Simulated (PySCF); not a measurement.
PySCF input for C4H6Ge, SMILES C#C[C](=C)[GeH3], TDA-PBE/def2-SVPD. Geometry: PBE0-D3(BJ)/def2-SVP. The structure was generated by enumeration, and PubChem lists no compound with its InChIKey, so it may never have been made.

```python
import numpy as np
from pyscf import gto, scf, dft, tdscf

mol = gto.M(
    atom='''
    C    -1.05031504    2.69986707    0.00000000
    C    -0.26152538    1.77540475    0.00000000
    C     0.59610579    0.64018887   -0.00000000
    C     1.93766865    0.74075171   -0.00000000
    Ge   -0.28405280   -1.11084999    0.00000000
    H    -1.73510303    3.52744322    0.00000000
    H     2.43710355    1.71495412   -0.00000000
    H     2.57394581   -0.14860239   -0.00000000
    H    -1.16519383   -1.24647930    1.25310855
    H    -1.16519383   -1.24647930   -1.25310855
    H     0.81252685   -2.19091098   -0.00000000
    ''',
    basis='def2-SVPD',
    charge=0,
    spin=0,
    symmetry=True,
    max_memory=1600,
    verbose=4,
)
mf = dft.RKS(mol, xc='pbe').density_fit(auxbasis='def2-universal-jkfit')
mf.grids.level = 3
mf.conv_tol = 1e-9
mf.max_cycle = 100
mf.kernel()
mf.grids = dft.Grids(mol).set(level=1).build(with_non0tab=True)  # coarser grid for the response kernel
td = tdscf.TDA(mf)
td.singlet = True
td.nstates = 10
td.conv_tol = 1e-4
td.positive_eig_threshold = 1e-6
td.kernel(x0=td.get_init_guess(mf, 15))
td.analyze()
tt = tdscf.TDA(mf)
tt.singlet = False
tt.nstates = 4
tt.conv_tol = 1e-4
tt.positive_eig_threshold = 1e-6
tt.kernel(x0=tt.get_init_guess(mf, 9))
tt.analyze(verbose=3)
```

Output:

```
PySCF version 2.14.0

[INPUT] verbose = 4
[INPUT] num. atoms = 11
[INPUT] num. electrons = 62
[INPUT] charge = 0
[INPUT] spin (= nelec alpha-beta = 2S) = 0
[INPUT] symmetry True subgroup None
[INPUT] Mole.unit = angstrom
[INPUT] Symbol           X                Y                Z      unit          X                Y                Z       unit  Magmom
[INPUT]  1 C     -1.050315040000   2.699867070000   0.000000000000 AA   -1.984807770112   5.102009335032   0.000000000000 Bohr   0.0
[INPUT]  2 C     -0.261525380000   1.775404750000   0.000000000000 AA   -0.494211342823   3.355028737752   0.000000000000 Bohr   0.0
[INPUT]  3 C      0.596105790000   0.640188870000   0.000000000000 AA    1.126476684367   1.209781632295   0.000000000000 Bohr   0.0
[INPUT]  4 C      1.937668650000   0.740751710000   0.000000000000 AA    3.661663068656   1.399817858203   0.000000000000 Bohr   0.0
[INPUT]  5 Ge    -0.284052800000  -1.110849990000   0.000000000000 AA   -0.536781996916  -2.099202246576   0.000000000000 Bohr   0.0
[INPUT]  6 H     -1.735103030000   3.527443220000   0.000000000000 AA   -3.278869524603   6.665901605754   0.000000000000 Bohr   0.0
[INPUT]  7 H      2.437103550000   1.714954120000   0.000000000000 AA    4.605458246705   3.240793602994   0.000000000000 Bohr   0.0
[INPUT]  8 H      2.573945810000  -0.148602390000   0.000000000000 AA    4.864052640372  -0.280817818556   0.000000000000 Bohr   0.0
[INPUT]  9 H     -1.165193830000  -1.246479300000   1.253108550000 AA   -2.201897220733  -2.355504496940   2.368031963851 Bohr   0.0
[INPUT] 10 H     -1.165193830000  -1.246479300000  -1.253108550000 AA   -2.201897220733  -2.355504496940  -2.368031963851 Bohr   0.0
[INPUT] 11 H      0.812526850000  -2.190910980000   0.000000000000 AA    1.535453215356  -4.140221715502   0.000000000000 Bohr   0.0

nuclear repulsion = 289.69114116573
point group symmetry = Cs
symmetry origin: [1.21917813e-09 2.74315103e-09 0.00000000e+00]
symmetry axis x: [ 1.00000000e+00 -4.84481344e-10  3.96416054e-19]
symmetry axis y: [-4.84481344e-10 -1.00000000e+00 -4.77696804e-23]
symmetry axis z: [ 6.17243271e-19 -4.77696804e-23  1.00000000e+00]
num. orbitals of irrep A' = 114
num. orbitals of irrep A" = 52
number of shells = 70
number of NR pGTOs = 260
number of NR cGTOs = 166
basis = def2-SVPD
ecp = {}


[settings echo left out]
init E= -2231.70930183558
HOMO (A") = -0.299525053244577  LUMO (A") = -0.136547877785185  gap/eV = 4.43483
cycle= 1 E= -2231.96213736785  delta_E= -0.253  |g|= 0.655  |ddm|= 11.1
HOMO (A") = -0.152125545294197  LUMO (A") = -0.0222653532554173  gap/eV = 3.53368
cycle= 2 E= -2231.89174101836  delta_E= 0.0704  |g|= 0.879  |ddm|= 3.32
HOMO (A") = -0.233731272517281  LUMO (A") = -0.0849314786658288  gap/eV = 4.04905
cycle= 3 E= -2232.03246053683  delta_E= -0.141  |g|= 0.124  |ddm|= 2.13
HOMO (A") = -0.229675767806563  LUMO (A") = -0.0788683000073842  gap/eV = 4.10368
cycle= 4 E= -2232.0343979783  delta_E= -0.00194  |g|= 0.0951  |ddm|= 0.35
HOMO (A") = -0.22818452394832  LUMO (A") = -0.0788236593484206  gap/eV = 4.06432
cycle= 5 E= -2232.03673416179  delta_E= -0.00234  |g|= 0.0176  |ddm|= 0.142
HOMO (A") = -0.228715726958988  LUMO (A") = -0.0790820416053264  gap/eV = 4.07174
cycle= 6 E= -2232.03679526069  delta_E= -6.11e-05  |g|= 0.0115  |ddm|= 0.0467
HOMO (A") = -0.22881346583429  LUMO (A") = -0.079312406345855  gap/eV = 4.06813
cycle= 7 E= -2232.03683331393  delta_E= -3.81e-05  |g|= 0.00206  |ddm|= 0.0179
HOMO (A") = -0.228788541649142  LUMO (A") = -0.0792196364928679  gap/eV = 4.06998
cycle= 8 E= -2232.03683453183  delta_E= -1.22e-06  |g|= 0.00067  |ddm|= 0.00539
HOMO (A") = -0.22878459350293  LUMO (A") = -0.079241305626462  gap/eV = 4.06928
cycle= 9 E= -2232.03683466154  delta_E= -1.3e-07  |g|= 7.94e-05  |ddm|= 0.00191
HOMO (A") = -0.228780453072559  LUMO (A") = -0.0792350341658561  gap/eV = 4.06934
cycle= 10 E= -2232.03683466366  delta_E= -2.11e-09  |g|= 1.67e-05  |ddm|= 0.000372
HOMO (A") = -0.228782428738787  LUMO (A") = -0.079237220142987  gap/eV = 4.06933
cycle= 11 E= -2232.03683466375  delta_E= -9.78e-11  |g|= 6.31e-06  |ddm|= 6.94e-05
HOMO (A") = -0.228781253073244  LUMO (A") = -0.0792360742082705  gap/eV = 4.06933
Extra cycle  E= -2232.03683466373  delta_E= 2.5e-11  |g|= 1.19e-05  |ddm|= 3.22e-05
converged SCF energy = -2232.03683466373
tot grids = 42968
Overwritten attributes  positive_eig_threshold  of <class 'pyscf.tdscf.rks.TDA'>


******** <class 'pyscf.tdscf.rks.TDA'> for <class 'pyscf.df.df_jk.DFSymAdaptedRKS'> ********
nstates = 10 singlet
deg_eia_thresh = 1.000e-03
wfnsym = None
conv_tol = 0.0001
eigh lindep = 1e-12
eigh level_shift = 0
eigh max_cycle = 100


Excitation energies (eV)
[4.54125206 5.43819455 5.72330286 5.93820653 6.09876637 6.11988275
 6.35168934 6.42829425 6.54908599 6.59211481]

** Singlet excitation energies and oscillator strengths **
Excited State   1:   A"      4.54125 eV    273.02 nm  f=0.0002
      30 -> 32       -0.70583
Excited State   2:   A'      5.43819 eV    227.99 nm  f=0.1508
      26 -> 32       -0.12396
      29 -> 32        0.23465
      30 -> 33        0.29588
      31 -> 32       -0.56484
Excited State   3:   A"      5.72330 eV    216.63 nm  f=0.0003
      31 -> 33        0.70584
Excited State   4:   A"      5.93821 eV    208.79 nm  f=0.0010
      31 -> 34       -0.70584
Excited State   5:   A"      6.09877 eV    203.29 nm  f=0.0014
      27 -> 32        0.14006
      28 -> 32        0.68835
Excited State   6:   A'      6.11988 eV    202.59 nm  f=0.0656
      26 -> 32        0.25885
      29 -> 32        0.60589
      31 -> 32        0.17276
      31 -> 36        0.15089
Excited State   7:   A'      6.35169 eV    195.20 nm  f=0.0225
      30 -> 33       -0.14277
      30 -> 34       -0.68961
Excited State   8:   A"      6.42829 eV    192.87 nm  f=0.0000
      27 -> 32        0.64458
      28 -> 32       -0.11597
      31 -> 35       -0.26088
Excited State   9:   A"      6.54909 eV    189.32 nm  f=0.0011
      27 -> 32       -0.24601
      31 -> 35       -0.65448
Excited State  10:   A'      6.59211 eV    188.08 nm  f=0.0495
      26 -> 32        0.17170
      30 -> 33        0.38619
      30 -> 35       -0.22535
      31 -> 32        0.10591
      31 -> 36       -0.48993

** Transition electric dipole moments (AU) **
state          X           Y           Z        Dip. S.      Osc.
  1         0.0000     -0.0000      0.0428      0.0018      0.0002
  2         1.0128     -0.3255      0.0000      1.1317      0.1508
  3         0.0000      0.0000      0.0487      0.0024      0.0003
  4        -0.0000     -0.0000      0.0824      0.0068      0.0010
  5        -0.0000      0.0000     -0.0972      0.0094      0.0014
  6        -0.6171     -0.2388     -0.0000      0.4378      0.0656
  7         0.3004      0.2328      0.0000      0.1444      0.0225
  8         0.0000      0.0000      0.0161      0.0003      0.0000
  9        -0.0000     -0.0000     -0.0837      0.0070      0.0011
 10        -0.3336      0.4422     -0.0000      0.3068      0.0495

** Transition velocity dipole moments (imaginary part, AU) **
state          X           Y           Z        Dip. S.      Osc.
  1         0.0000     -0.0000     -0.0192      0.0004      0.0015
  2         0.0065     -0.0018      0.0000      0.0000      0.0002
  3         0.0000      0.0000      0.0305      0.0009      0.0030
  4        -0.0000     -0.0000      0.0147      0.0002      0.0007
  5        -0.0000      0.0000      0.0124      0.0002      0.0005
  6        -0.0207     -0.0407      0.0000      0.0021      0.0062
  7         0.0517      0.0597      0.0000      0.0062      0.0178
  8         0.0000      0.0000     -0.0019      0.0000      0.0000
  9        -0.0000     -0.0000     -0.0202      0.0004      0.0011
 10        -0.0036      0.0598     -0.0000      0.0036      0.0099

** Transition magnetic dipole moments (imaginary part, AU) **
state          X           Y           Z
  1         0.4913     -0.4396      0.0000
  2        -0.0000     -0.0000     -0.0473
  3         0.0411      0.2396      0.0000
  4        -0.0400     -0.4489      0.0000
  5        -0.3187      0.1478      0.0000
  6        -0.0000      0.0000     -0.2812
  7        -0.0000     -0.0000      0.5343
  8         0.5290     -0.1060     -0.0000
  9        -0.1067     -0.0699     -0.0000
 10         0.0000      0.0000     -0.1330


******** <class 'pyscf.tdscf.rks.TDA'> for <class 'pyscf.df.df_jk.DFSymAdaptedRKS'> ********
nstates = 4 triplet
deg_eia_thresh = 1.000e-03
wfnsym = None
conv_tol = 0.0001
eigh lindep = 1e-12
eigh level_shift = 0
eigh max_cycle = 100


Excitation energies (eV)
[3.31232831 4.25526439 5.2552896  5.44649363]

** Triplet excitation energies and oscillator strengths **
Excited State   1:   A'      3.31233 eV    374.31 nm  f=0.0000
Excited State   2:   A"      4.25526 eV    291.37 nm  f=0.0000
Excited State   3:   A'      5.25529 eV    235.92 nm  f=0.0000
Excited State   4:   A'      5.44649 eV    227.64 nm  f=0.0000
```

The run converged.
